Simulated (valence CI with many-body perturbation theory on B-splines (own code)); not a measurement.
# Which ion has this spectrum?

A relativistic CI+MBPT calculation for an atom or ion with 50 electrons gives these levels (eV):

```
J  Parity       E     g
4    even   0.000  0.67
5    even   3.158  0.92
2    even   4.777  0.91
6    even   5.446  1.04
4    even   6.781  1.01
1    even   6.818  0.15
7    even   6.924  1.08
3    even   7.909  1.09
8    even   7.990  1.10
2    even   8.286  0.65
3    even   8.711  0.96
2    even   8.782  1.58
6    even   9.855  0.91
5    even  10.120  1.17
```

The energies are calculated, and their last digits are not significant.

(1) Which is it?
A. Au29+
B. Ir27+
C. Os26+
D. Tl31+

Results:

(1) A. Au29+, ground level (4f5/2^4) J=4.
